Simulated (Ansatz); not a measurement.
```yaml
crystal:
  periodic: [false, false, false]
  atoms:
    - {symbol: C, position_ang: [3.014079, 0.918119, 1.060852]}
    - {symbol: C, position_ang: [2.143564, -0.319511, 0.964764]}
    - {symbol: N, position_ang: [0.777930, -0.078623, 1.421153]}
    - {symbol: C, position_ang: [0.336658, 0.050682, 2.718678]}
    - {symbol: C, position_ang: [-1.003952, 0.288748, 2.650276]}
    - {symbol: N, position_ang: [-1.342605, 0.300227, 1.314965]}
    - {symbol: C, position_ang: [-2.667919, 0.503252, 0.749738]}
    - {symbol: C, position_ang: [-0.249666, 0.079952, 0.584122]}
    - {symbol: H, position_ang: [4.026561, 0.686899, 0.700204]}
    - {symbol: H, position_ang: [3.097667, 1.282079, 2.096504]}
    - {symbol: H, position_ang: [2.608955, 1.727945, 0.436519]}
    - {symbol: H, position_ang: [2.057681, -0.660824, -0.077411]}
    - {symbol: H, position_ang: [2.553242, -1.149740, 1.560045]}
    - {symbol: H, position_ang: [0.997365, -0.044782, 3.576092]}
    - {symbol: H, position_ang: [-1.738528, 0.440019, 3.436584]}
    - {symbol: H, position_ang: [-2.608528, 0.259005, -0.327190]}
    - {symbol: H, position_ang: [-2.979661, 1.547061, 0.895313]}
    - {symbol: H, position_ang: [-3.381485, -0.166467, 1.248055]}
    - {symbol: H, position_ang: [-0.142984, -0.005775, -0.552454]}
    - {symbol: O, position_ang: [-1.981013, -0.384602, -2.115420]}
    - {symbol: C, position_ang: [-0.854296, -0.516284, -2.600624]}
    - {symbol: O, position_ang: [0.265347, -0.323773, -2.067952]}
    - {symbol: C, position_ang: [-0.764704, -0.993550, -4.071611]}
    - {symbol: F, position_ang: [-0.078151, -0.119241, -4.817456]}
    - {symbol: F, position_ang: [-0.126451, -2.170049, -4.147177]}
    - {symbol: F, position_ang: [-1.959106, -1.150758, -4.636551]}
basis:
  gaussian: {orbitals: def2-TZVP}
magnetization: {spin_polarized: true, initial_magnetization: 2}
hamiltonian: {xc: pbe0, dispersion: d4}
scf: {omitted_lower_state_checks: [starts]}
output: {orbitals: {seedname: orbitals}}
```

```sh
$ ansatz run in.yaml --threads 4 --pin off --events-out ev --progress --plain --max-ram 6963MiB
```

(1) Does this run fit into the memory that it is given?

## Answers

(1) No. It has 531 basis functions, and Ansatz plans for 9 GiB where 7 GiB are given.
